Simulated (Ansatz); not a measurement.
```yaml
crystal:
  periodic: [false, false, false]
  atoms:
    - {symbol: C, position_ang: [0.270585, 1.390628, -0.113891]}
    - {symbol: Se, position_ang: [-0.457005, 0.512650, 1.165337]}
    - {symbol: Al, position_ang: [-0.793434, -1.703637, 0.544362]}
    - {symbol: Br, position_ang: [0.479020, -2.230484, -1.765682]}
    - {symbol: H, position_ang: [0.585195, 0.779090, -0.852367]}
    - {symbol: H, position_ang: [-0.625706, 1.932457, -0.564256]}
    - {symbol: H, position_ang: [0.907206, 1.939371, 0.086192]}
    - {symbol: H, position_ang: [-0.973366, -3.003351, 1.018631]}
basis:
  gaussian: {orbitals: x2c-TZVPPall, point_charges: [{charge: 1.00, position_ang: [3.814, 0.423, -0.600]}]}
magnetization: {spin_polarized: true, initial_magnetization: 10}
hamiltonian: {xc: {name: PBE0}, dispersion: d4}
output: {forces: true}
```

```sh
$ ansatz run in.yaml --threads 4 --pin off --events-out ev --progress --plain --max-ram 10444MiB
```

Output, abridged:

```
Functional definition: PBE0
1536 factors; their error is unknown
mean field evaluation 1: about -144671.0842 eV, gradient 6.6e1 eV
mean field evaluation 2: about -144298.0292 eV, gradient 1.8e2 eV
mean field evaluation 4: about -144651.2511 eV, gradient 6.8e1 eV
mean field evaluation 8: about -144701.3779 eV, gradient 3.8e0 eV
mean field evaluation 16: about -144702.2077 eV, gradient 2.8e-1 eV
mean field evaluation 32: about -144702.2096 eV, gradient 8.8e-4 eV
mean field -144702.20959606 eV, -5317.7081199748 hartree, gradient 1.6e-5 eV, S^2 30.005166; 7 other end points of the search recorded, 0 dependent functions left out
reference -144702.20963048 eV, -5317.7081212395 hartree; 51, 41 occupied and 174, 184 virtual orbitals, 1536 factors
Total energy: -144702.38585851 eV, -5317.7145975004 hartree
Relativity: scalar
Atom 0 at     0.270585     1.390628    -0.113891 Å, force   -10.306744    -2.962287    -4.902037 eV/Å
Atom 1 at    -0.457005     0.512650     1.165337 Å, force    -1.649516     0.259887     4.719100 eV/Å
Atom 2 at    -0.793434    -1.703637     0.544362 Å, force    -0.451077     2.515011    -1.806355 eV/Å
Atom 3 at     0.479020    -2.230484    -1.765682 Å, force     0.700633    -0.168038    -1.707251 eV/Å
Atom 4 at     0.585195     0.779090    -0.852367 Å, force     2.194482    -3.127542    -2.576810 eV/Å
Atom 5 at    -0.625706     1.932457    -0.564256 Å, force     0.327493     0.026408     0.147186 eV/Å
Atom 6 at     0.907206     1.939371     0.086192 Å, force    11.199218    10.029474     3.325779 eV/Å
Atom 7 at    -0.973366    -3.003351     1.018631 Å, force    -1.197726    -6.716490     2.774218 eV/Å
Dipole moment:    -0.451963    -0.437736    -0.319846 e Å
```

**Question.** Something in this input is off. What?

**Answer.** The spin is set far too high for this molecule. The calculation finished and met its thresholds. The result belongs to that input, not to the molecule as meant.
